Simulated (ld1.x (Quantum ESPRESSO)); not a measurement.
Before and after: TM potential for I

| Item | Value |
| --- | --- |
| Element | I |
| Generator | ld1.x (Quantum ESPRESSO) 7.5 |
| Type | norm-conserving Troullier–Martins (Kleinman–Bylander form) |
| Functional | PBE |
| Relativity | scalar-relativistic |
| Frozen core | [Kr] 4d10 |
| Valence charge | 7 |
| Reference configuration | 5s2 5p5 |
| Partial waves | 5s (bound): rc 1.30 bohr; 5p (bound): rc 2.05 bohr |
| Local potential | all-electron potential smoothed inside 1.35 bohr (lloc = -2) |
| Core correction | Bessel-smoothed model core inside 1.20 bohr |

All-electron outer shells of the reference configuration (PBE, scalar-relativistic, ld1.x):

| shell | level (eV) | outermost node (bohr) | outermost maximum (bohr) |
| --- | --- | --- | --- |
| 4p | -127.57 | 0.37 | 0.72 |
| 4d | -50.28 | 0.35 | 0.78 |
| 5s | -17.41 | 0.88 | 1.70 |
| 5p | -7.09 | 0.96 | 2.02 |

Change: wave 5p (bound): rc 2.05 bohr becomes 5p (bound): rc 1.36 bohr.

Cutoffs: the cutoffs (Ry, on a coarse ladder) from which the occupation-weighted sum of valence levels, in a spherical-Bessel basis at the reference potential, stays within 10 and 1 mRy of its value at 400 Ry; they do not see the model core or the augmentation charge, which bear on the density cutoff. Errors are all-electron minus pseudo energies relative to the spin-unpolarised reference configuration.

Q: Predict the effect on cutoff, ghosts and configuration errors.

A: The potential gets harder (110 Ry and 230 Ry → 160 Ry and 260 Ry); the bound ghosts move from d, s to d, p, s; of the 7 tests that both files solve, the error grows in 1 and shrinks in 3 by more than 15 % and 0.3 meV (median size 112.5 → 53.5 meV). A smaller radius makes the pseudo-wave follow the all-electron one further in, where it bends more sharply, so more plane waves are needed.

```csv
quantity,base,changed
"cutoff, loose",110 Ry,160 Ry
"cutoff, tight",230 Ry,260 Ry
loose cutoff by channel (10 mRy a level),"s 50 Ry, p 12 Ry","s 50 Ry, p 140 Ry"
bound ghosts,"s, d","p, s, d"
"error for 5s2 5p4, meV [ΔE 11.13 eV]",-113,-90
"error for 5s2 5p3, meV [ΔE 30.98 eV]",-231,-211
"error for 5s2 5p2, meV [ΔE 60.31 eV]",-437,-451
"error for 5s2 5p4.5, meV [ΔE 4.53 eV]",+0.8,-54
"error for 5s1 5p6, meV [ΔE 10.41 eV]",-105,-23
"error for 5s1 5p5, meV [ΔE 22.11 eV]",-134,-36
"error for 5s2 5p5.3, meV [ΔE -1.78 eV]",+0.9,+1.2
```

 A true bound ghost makes a file unfit for plane-wave use even where its test errors are small: the radial tests pick states by their node count and pass the ghost by.
